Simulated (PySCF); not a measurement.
Si(H)2(Me)(OMe) (C2H8OSi), SMILES CO[SiH2]C. Atoms are numbered in the order given.

```xyz
12

Si    -0.5268     0.4833     0.0000
C      0.4973     2.0384     0.0000
O      0.5298    -0.8068     0.0000
C      0.1276    -2.1453     0.0000
H     -1.4106     0.4167     1.2103
H     -1.4106     0.4167    -1.2103
H     -0.1507     2.9287     0.0000
H      1.1407     2.0788     0.8918
H      1.1407     2.0788    -0.8918
H     -0.4720    -2.4015     0.8940
H      1.0223    -2.7869     0.0000
H     -0.4720    -2.4015    -0.8940
```

Geometry: PBE0-D3(BJ)/def2-SVP. Other conformers were not sampled.

All values below come from PySCF with SMD-M06-2X/6-31G*.

Solvation free energies are E(SMD) − E(gas) at the gas-phase geometry, for 1 M in both phases. In vacuum the dipole moment is 0.44 D.

```json
[
 {"solvent": "water", "ΔG(solv) (kcal/mol)": "0.5", "its non-electrostatic (CDS) part": "4.1", "dipole (D)": "0.66"},
 {"solvent": "methanol", "ΔG(solv) (kcal/mol)": "-2.3", "its non-electrostatic (CDS) part": "1.2", "dipole (D)": "0.65"},
 {"solvent": "benzene", "ΔG(solv) (kcal/mol)": "___", "its non-electrostatic (CDS) part": "___", "dipole (D)": "___"}
]
```

### Question
What belongs in the gaps? (An estimate is asked for; the answer gives what the named calculation found.)

### Answer

- benzene, ΔG(solv) (kcal/mol): -1.6
- benzene, its non-electrostatic (CDS) part: -0.5
- benzene, dipole (D): 0.47
